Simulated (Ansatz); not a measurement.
Isolated molecules relaxed with PBE0-D4/def2-TZVP in Ansatz; ΔE leaves out vibrations. CCSD(T)/CBS adds triple-zeta CCSD(T) − MP2 to the extrapolated MP2 energy (def2 sets, frozen cores). This one scheme is used for every species. DFT in def2-TZVPP. One conformer a species, not always the lowest.

`OBCl` + `CC[SiH2][SiH2]F` → `OB[SiH2][SiH2]F` + `CCCl`  (formal exchange of groups at a B–Cl bond)

`OBCl`:

```xyz
5

O     0.926   -0.479    0.203
B    -0.332   -0.193   -0.158
Cl   -0.977    1.444    0.005
H     1.414    0.277    0.545
H    -1.031   -1.049   -0.595
```

`CC[SiH2][SiH2]F`:

```xyz
14

C    -1.461   -0.371    1.771
C    -0.988    0.115    0.403
Si    0.811   -0.299    0.043
Si    1.492    0.487   -2.057
F     1.261    2.079   -2.137
H    -0.872    0.073    2.577
H    -2.508   -0.111    1.946
H    -1.371   -1.457    1.861
H    -1.603   -0.320   -0.392
H    -1.108    1.200    0.319
H     1.018   -1.778    0.048
H     1.696    0.280    1.094
H     0.699   -0.127   -3.157
H     2.934    0.229   -2.317
```

`OB[SiH2][SiH2]F`:

```xyz
11

O     1.664    1.093    1.068
B     1.802   -0.046    0.369
Si    0.206   -1.047   -0.429
Si   -1.650    0.382   -0.311
F    -1.216    1.512    0.782
H     0.757    1.414    1.148
H     2.922   -0.461    0.246
H     0.433   -1.459   -1.843
H    -0.077   -2.281    0.360
H    -1.928    1.112   -1.576
H    -2.914   -0.219    0.185
```

`CCCl`:

Cartesian coordinates in Å:
```
C -0.796 -0.042 0.030
C 0.709 -0.051 0.105
Cl 1.437 0.871 -1.243
H -1.209 -0.613 0.866
H -1.144 -0.493 -0.900
H -1.184 0.977 0.084
H 1.113 -1.060 0.037
H 1.073 0.411 1.022
```

CCSD(T)/CBS gives +37.3 kcal/mol.

**Question.** Another level gave +39.7 kcal/mol. Which?
A. CCSD(T)/def2-TZVPP
B. PBE0-D4/def2-TZVPP
C. PBE/def2-TZVPP
D. HF/def2-TZVPP

**Answer.** D. HF/def2-TZVPP 39.7, CCSD(T)/def2-TZVPP 37.5, PBE0-D4 36.3, PBE 34.7 kcal/mol.

Largest T1 diagnostic among the species: 0.014.

From PBE to PBE0 (25 % exact exchange), in def2-TZVPP and without D4, ΔE moves by +1.6 kcal/mol.
